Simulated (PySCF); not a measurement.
SiClMe3, C3H9ClSi.
SMILES: `C[Si](C)(C)Cl`

The closed-shell ground state was solved at several levels (PySCF, density fitting, gas phase, non-relativistic). Geometry: PBE0-D3(BJ)/def2-SVP; no solvent, vibrations or thermal averaging.

| level | basis functions | HOMO (eV) | LUMO (eV) | gap (eV) | dipole (D) |
| --- | --- | --- | --- | --- | --- |
| PBE0/pcSseg-1 | 144 | -8.40 | 1.08 | 9.48 | 2.52 |
| CAM-B3LYP/def2-SVPD | 183 | -9.76 | 0.97 | 10.73 | 2.42 |

Problem. Estimate the row for B3LYP/pcSseg-1, a basis of 144 functions; the other rows only guide the guess.

Solution. HOMO -8.14 eV, LUMO 0.75 eV, gap 8.89 eV, dipole 2.45 D.

Problem. Over all these levels, which gives the widest orbital gap and which the narrowest?

Solution. CAM-B3LYP/def2-SVPD (range-separated hybrid) has the widest, 10.73 eV, and B3LYP/pcSseg-1 (global hybrid, 20 % exact exchange) the narrowest, 8.89 eV. Functional and basis both differ between the two, so the spread mixes both effects.

Problem. How far do the dipole and the HOMO energy spread over the levels?

Solution. The dipole runs from 2.42 to 2.52 D (mean 2.46 D) and the HOMO from -9.76 to -8.14 eV.
